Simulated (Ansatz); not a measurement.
Isolated molecules relaxed with PBE0-D4/def2-TZVP in Ansatz; ΔE leaves out vibrations. CCSD(T)/CBS adds triple-zeta CCSD(T) − MP2 to the extrapolated MP2 energy (def2 sets, frozen cores). This one scheme is used for every species, atoms too. Functionals use def2-TZVPP. No spin–orbit coupling; open shells (•) take unrestricted orbitals. Spin–orbit coupling would lower the free atoms: a little for C, Si; strongly for Sn. Elements past krypton have def2 core potentials. Bonds to Sn are less sure, by a few kJ/mol each and by 10 to 20 or more in all where they break to atoms, as the def2 sets lack core-valence functions.

Consider the atomization: `[SnH3][CH]1C[SiH2]1` → 2 C• + 8 H• + Si• + Sn•.

`[SnH3][CH]1C[SiH2]1`:

Cartesian coordinates in Å:
```
Sn -0.303 -1.376 -1.270
C -0.197 0.528 -0.338
C -0.656 0.679 1.134
Si 1.145 0.962 0.853
H 0.667 -1.403 -2.676
H -1.918 -1.760 -1.687
H 0.269 -2.535 -0.150
H -0.523 1.331 -0.995
H -1.297 1.528 1.351
H -0.978 -0.222 1.649
H 2.121 -0.075 1.251
H 1.671 2.343 0.878
```

CCSD(T)/CBS gives +914.8 kcal/mol.

Problem. Another level gave +881.0 kcal/mol. Which?
A. SCS-MP2/def2-TZVPP
B. B2PLYP/def2-TZVPP
C. CCSD/def2-TZVPP
D. MP2/def2-TZVPP

Solution. C. CCSD/def2-TZVPP 881.0, MP2/def2-TZVPP 890.9, B2PLYP 896.9, SCS-MP2/def2-TZVPP 893.5 kcal/mol.

Largest T1 diagnostic among the species: 0.013.

In def2-TZVPP, CCSD(T) changes the Hartree–Fock value by +224.9 kcal/mol (the triples alone add +12.2 kcal/mol) and MP2 by +222.6 kcal/mol; breaking electron pairs costs correlation energy, which Hartree–Fock lacks. The D4 term adds +10.7 kcal/mol with B3LYP and +5.6 kcal/mol with PBE0; it sums over pairs of atoms, weighted by their polarisabilities, and B3LYP, whose exchange is more repulsive, gets the larger term. From PBE to PBE0 (25 % exact exchange), in def2-TZVPP and without D4, ΔE moves by −5.5 kcal/mol: exact exchange takes away binding that semilocal exchange gives to molecules.

B3LYP here is the variant with VWN-RPA as its local correlation; programs differ in this.

For atomizations the MP2-based limit and the directly extrapolated one differ by several kJ/mol either way, and by 10 to 25 for some Ge, Se and Sn compounds, so smaller differences from it don't rank the levels.
